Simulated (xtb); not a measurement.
xtb input (GFN2-xTB):

```bash
xtb mol.xyz --gfn 2 --ohess tight --chrg 0 --uhf 0
```
mol.xyz:
```
5

Cl    -1.85098966     0.93480152    -0.05880180
Sn    -0.04203370    -0.50111439     0.00160419
Cl     1.91355782     0.78970306    -0.06488218
H     -0.06044352    -1.48991892    -1.35288175
H      0.00541218    -1.32812210     1.57047023
```

Output:

```
           -------------------------------------------------
          |                Calculation Setup                |
           -------------------------------------------------

           -------------------------------------------------
          |                 G F N 2 - x T B                 |
           -------------------------------------------------

        Reference                      10.1021/acs.jctc.8b01176
      * Hamiltonian:
        H0-scaling (s, p, d)           1.850000    2.230000    2.230000
        zeta-weighting                 0.500000
      * Dispersion:
        s8                             2.700000
        a1                             0.520000
        a2                             5.000000
        s9                             5.000000
      * Repulsion:
        kExp                           1.500000    1.000000
        rExp                           1.000000
      * Coulomb:
        alpha                          2.000000
        third order                    shell-resolved
        anisotropic                    true
        a3                             3.000000
        a5                             4.000000
        cn-shift                       1.200000
        cn-exp                         4.000000
        max-rad                        5.000000

          ...................................................
          :                      SETUP                      :
          :.................................................:
          :  # basis functions                  32          :
          :  # atomic orbitals                  29          :
          :  # shells                           11          :
          :  # electrons                        20          :
          :  max. iterations                   250          :
          :  Hamiltonian                  GFN2-xTB          :
          :  restarted?                      false          :
          :  GBSA solvation                  false          :
          :  PC potential                    false          :
          :  electronic temp.          300.0000000     K    :
          :  accuracy                    1.0000000          :
          :  -> integral cutoff          0.2500000E+02      :
          :  -> integral neglect         0.1000000E-07      :
          :  -> SCF convergence          0.1000000E-05 Eh   :
          :  -> wf. convergence          0.1000000E-03 e    :
          :  Broyden damping             0.4000000          :
          :  net charge                          0          :
          :  unpaired electrons                  0          :
          ...................................................

 iter      E             dE          RMSdq      gap      omega  full diag
   1    -12.0409627 -0.120410E+02  0.113E+01    3.81       0.0  T
   2    -12.0159881  0.249746E-01  0.151E+01    4.63       1.0  T
   3    -12.2724519 -0.256464E+00  0.476E+00    4.30       1.0  T
   4    -12.2856641 -0.132122E-01  0.185E+00    3.90       1.0  T
   5    -12.2842134  0.145076E-02  0.219E+00    3.91       1.0  T
   6    -12.2873704 -0.315699E-02  0.367E-01    4.03       1.0  T
[...]
   full:       -4.195       0.178       1.291       0.065       0.109       2.904

           -------------------------------------------------
          |                Geometry Summary                 |
           -------------------------------------------------

      molecular mass/u    :      191.6318692
   center of mass at/Å    :        0.0043262       0.0180655      -0.0031633
  moments of inertia/u·Å² :        0.9436392E+02   0.2383572E+03   0.3247830E+03
rotational constants/cm⁻¹ :        0.1786449E+00   0.7072426E-01   0.5190430E-01

 * 4 selected distances

     #   Z          #   Z                                           value/Å
     1  17 Cl       2  50 Sn                                      2.2894372 (max)
     2  50 Sn       3  17 Cl                                      2.2894370
     2  50 Sn       4   1 H                                       1.7084806 (min)
     2  50 Sn       5   1 H                                       1.7085435

 * 2 distinct bonds (by element types)

   Z      Z             #   av. dist./Å        max./Å        min./Å
   1 H   50 Sn          2     1.7085121     1.7085435     1.7084806
  17 Cl  50 Sn          2     2.2894371     2.2894372     2.2894370

           -------------------------------------------------
          |               Frequency Printout                |
           -------------------------------------------------
 projected vibrational frequencies (cm⁻¹)
eigval :       -0.00    -0.00     0.00     0.00     0.00     0.00
eigval :      103.88   311.11   327.14   332.00   417.18   512.67
eigval :      637.13  1382.24  1567.66
 reduced masses (amu)
   1: 72.30   2: 71.00   3: 98.20   4: 59.08   5: 49.26   6: 46.83   7: 50.41   8: 50.50
   9: 57.80  10:  8.05  11:  1.58  12:  3.42  13:  2.29  14:  1.76  15:  2.40
 IR intensities (km·mol⁻¹)
   1:  0.26   2:  0.73   3:  0.96   4:  0.12   5:  0.41   6:  0.19   7:  3.87   8: 13.93
   9: 34.52  10: 40.57  11:  0.00  12:391.05  13:260.29  14:142.08  15:592.57
 Raman intensities (Ä⁴*amu⁻¹)
   1:  0.00   2:  0.00   3:  0.00   4:  0.00   5:  0.00   6:  0.00   7:  0.00   8:  0.00
Molecule has the following symmetry elements: (C2) 2*(sigma)
It seems to be the C2v point group
   9:  0.00  10:  0.00  11:  0.00  12:  0.00  13:  0.00  14:  0.00  15:  0.00
 output can be read by thermo (or use thermo option).
 writing <g98.out> molden fake output.
 recommended (thermochemical) frequency scaling factor: 1.0
           -------------------------------------------------
          |             Thermodynamic Functions             |
           -------------------------------------------------

c2v symmetry found (for desy threshold:  0.10E+00) used in thermo

          ...................................................
          :                      SETUP                      :
          :.................................................:
          :  # frequencies                           9      :
          :  # imaginary freq.                       0      :
          :  linear?                             false      :
          :  only rotor calc.                    false      :
          :  symmetry                              c2v      :
          :  rotational number                       2      :
          :  scaling factor                  1.0000000      :
          :  rotor cutoff                   50.0000000 cm⁻¹ :
          :  imag. cutoff                  -20.0000000 cm⁻¹ :
          :.................................................:

    mode    ω/cm⁻¹     T·S(HO)/kcal·mol⁻¹    T·S(FR)/kcal·mol⁻¹   T·S(vib)
   ------------------------------------------------------------------------
       1    103.88    -1.00781 ( 94.91%)    -0.83972 (  5.09%)    -0.99924
   ------------------------------------------------------------------------

   temp. (K)  partition function   enthalpy   heat capacity  entropy
                                   cal/mol     cal/K/mol   cal/K/mol   J/K/mol
 298.15  VIB   6.82                 1608.282     10.562      9.181
         ROT  0.103E+06              888.752      2.981     25.923
         INT  0.704E+06             2497.034     13.543     35.104
         TR   0.257E+28             1481.254      4.968     41.638
         TOT                        3978.2881    18.5115    76.7417   321.0873

       T/K    H(0)-H(T)+PV         H(T)/Eh          T*S/Eh         G(T)/Eh
   ------------------------------------------------------------------------
    298.15    0.633981E-02    0.190770E-01    0.364625E-01   -0.173854E-01
   ------------------------------------------------------------------------

         :::::::::::::::::::::::::::::::::::::::::::::::::::::
         ::                  THERMODYNAMIC                  ::
         :::::::::::::::::::::::::::::::::::::::::::::::::::::
         :: total free energy         -12.298940426495 Eh   ::
         ::.................................................::
         :: total energy              -12.281555009080 Eh   ::
         :: zero point energy           0.012737232853 Eh   ::
         :: G(RRHO) w/o ZPVE           -0.030122650268 Eh   ::
         :: G(RRHO) contrib.           -0.017385417415 Eh   ::
         :::::::::::::::::::::::::::::::::::::::::::::::::::::

optimized geometry written to: xtbopt.xyz

           -------------------------------------------------
          | TOTAL ENERGY              -12.281555009080 Eh   |
          | TOTAL ENTHALPY            -12.262477970562 Eh   |
          | TOTAL FREE ENERGY         -12.298940426495 Eh   |
          | GRADIENT NORM               0.000021625187 Eh/α |
          | HOMO-LUMO GAP               4.468317639696 eV   |
           -------------------------------------------------

------------------------------------------------------------------------
------------------------------------------------------------------------
 total:
 SCF:
 ANC optimizer:
Note: The following floating-point exceptions are signalling: IEEE_UNDERFLOW_FLAG IEEE_DENORMAL
normal termination of xtb
 analytical hessian:
```
